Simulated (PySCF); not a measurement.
C₄H₇FO, SMILES [C@@H]1(OC)C[C@@H]1F. Atoms are numbered in the order given.

```xyz
13

C      2.1991     0.0069     0.4831
O      1.0005     0.6023     0.0773
C     -0.1060     0.0689     0.6898
C     -0.6838    -1.2271     0.1596
C     -1.3725     0.0737    -0.0934
F     -1.3389     0.5706    -1.3484
H      2.3756     0.1338     1.5688
H      3.0158     0.4973    -0.0640
H      2.2183    -1.0761     0.2574
H     -0.1778     0.2526     1.7736
H     -1.1286    -1.9583     0.8394
H     -0.1639    -1.6398    -0.7098
H     -2.3145     0.3019     0.4170
```
Charge 0, spin multiplicity 1.

Coordinates come from a PBE0-D3(BJ)/def2-SVP optimisation. The structure was generated by enumeration; whether it is a known compound was not checked. Other conformers were not sampled.

Two levels are set side by side: PBE/pcSseg-1 (PySCF) and KT2/pcSseg-1 (PySCF). GIAO shifts against CFCl3 (¹⁹F), H2O (¹⁷O), TMS (¹H), TMS (¹³C) at the same level; non-relativistic, no solvent, atoms listed together averaged. Differences are taken from unrounded values.

| quantity | KT2 | PBE | PBE minus KT2 |
|---|---|---|---|
| δ(¹³C) of C1 (ppm) | 61.1 | 62.3 | 1.2 |
| δ(¹⁷O) of O2 (ppm) | 32.3 | 36.2 | 3.9 |
| δ(¹³C) of C3 (ppm) | 60.1 | 61.8 | 1.7 |
| δ(¹³C) of C4 (ppm) | 13.4 | 14.1 | 0.8 |
| δ(¹³C) of C5 (ppm) | 74.0 | 76.6 | 2.6 |
| δ(¹⁹F) of F6 (ppm) | -285.7 | -278.7 | 7.0 |
| δ(¹H) of H10 (ppm) | 3.07 | 3.05 | -0.02 |
| δ(¹H) of H11, H12 (ppm) | 0.84 | 0.84 | 0.01 |
| δ(¹H) of H13 (ppm) | 4.54 | 4.53 | -0.01 |

Rough cost on one machine, each run with all the roots and properties that it gave: KT2 against PBE within a factor of 2.
